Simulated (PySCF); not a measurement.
**Electron correlation in Pb (lead, neutral)**

[Xe] 4f14 5d10 6s1 6p3, high-spin 5S determinant (an excited configuration). Calculation: PySCF 2.14, in ANO-RCC-VTZP; the spin-free X2C one-electron Hamiltonian (Gaussian nucleus). Frozen: [Xe] 4f14 5d10; 4 electrons correlated.

```
  level  correlation energy (mhartree)
   CCSD                         -17.12
    (T)                          -0.19
CCSD(T)                         -17.31
```

Diagnostics: T1 = 0.0032, D1 = 0.0046, largest double amplitude 0.052.

Problem. Is a single reference adequate?

Solution. Yes, within this model without spin-orbit coupling: T1 lies below 0.03 and no double amplitude reaches 0.07.

Spin-orbit coupling is strong in this species, so the high-spin LS determinant is a model state.
